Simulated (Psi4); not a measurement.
C7H14O2, singlet, at a GFN2-xTB geometry. Base run: Psi4 1.11 with PBE/STO-3G.

Psi4 was given this input:
```
memory 2 GB

molecule {
0 1
  C    -2.32306507    1.07032538    0.64251596
  C    -1.87487723   -0.27296795    0.07669076
  C    -2.81350309   -0.78506212   -1.00575308
  O    -0.57422581   -0.13343070   -0.52158094
  C     0.48931414   -0.22974627    0.27670932
  O     0.43289500   -0.45388328    1.45763924
  C     1.76985051    0.01407387   -0.50313694
  C     2.87628061   -0.90593006    0.00222098
  C     2.14539462    1.48688387   -0.31345545
  H    -3.31061176    0.97419666    1.08448448
  H    -1.62655243    1.40050323    1.40949361
  H    -2.35760894    1.81534470   -0.14937216
  H    -1.79014912   -1.00256083    0.89268149
  H    -3.80626094   -0.93500579   -0.59153717
  H    -2.87058422   -0.06382614   -1.81697333
  H    -2.45012757   -1.72851051   -1.40457970
  H     1.56453539   -0.17302662   -1.56062558
  H     2.63195870   -1.94634598   -0.19889738
  H     2.99242536   -0.78273467    1.07611169
  H     3.81783932   -0.66743740   -0.48622495
  H     1.35374000    2.13485750   -0.68313021
  H     3.06050425    1.71109865   -0.85653732
  H     2.30517143    1.69649887    0.74189102
}

set basis sto-3g

energy('pbe')
print_variables()
```

The base run was repeated with changes; each row names its change, and settings that it needs were set with it.

| change | ΔE vs base (µEh) | SCF cycles | grid points | basis functions |
|---|---|---|---|---|
| base | 0.0 | 9 | 480471 | 59 |
| guess = huckel | 0.0 | 15 | 480471 | 59 |
| dft_spherical_points = 590 | -0.8 | 9 | 937172 | 59 |
| puream = true | 0.0 | 9 | 480471 | 59 |
| level_shift = 1.0 | 0.0 | 12 | 480471 | 59 |
| guess = sap | 0.0 | 11 | 480472 | 59 |
| d_convergence = 1e-8 | 0.0 | 12 | 480471 | 59 |
| df_basis_scf = cc-pvtz-jkfit | 2560 | 9 | 480471 | 59 |
| dft_basis_tolerance = 1e-8 | 0.0 | 9 | 476149 | 59 |
| dft_radial_points = 50 | -17.4 | 9 | 325393 | 59 |
| basis_guess = sto-3g | 0.0 | 1 | 480472 | 59 |
| scf_initial_accelerator = none | 0.0 | 9 | 480471 | 59 |
| dft_pruning_scheme = robust | 0.0 | 9 | 325593 | 59 |
